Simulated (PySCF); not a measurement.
BrISe. Atoms are numbered in the order given.

```xyz
3

Se     1.0606     0.4558     0.0000
Br    -0.5790     2.1410     0.0000
I     -0.2980    -1.7062     0.0000
```
Charge 0, spin multiplicity 1.

Geometry optimised at B3LYP-D3(BJ)/def2-SVP. The def2 effective core potentials stand for the cores of I; spin–orbit coupling is left out.

The numbers are results of HF/def2-TZVPD (PySCF), not measurements.

Symmetry labels are those of the subgroup Cs that the program uses (full group Cs).

List the valence orbital energies around the gap with their symmetry. (The exact figures need the calculation; the answer reports its results.)


```csv
orbital,symmetry,energy (eV)
HOMO−7,A',-22.59
HOMO−6,A',-14.03
HOMO−5,A',-13.30
HOMO−4,A",-13.11
HOMO−3,A',-11.35
HOMO−2,A",-11.34
HOMO−1,A',-10.71
HOMO,A",-9.43
LUMO,A',-0.34
LUMO+1,A',0.44
LUMO+2,A',1.43
LUMO+3,A',1.52
```
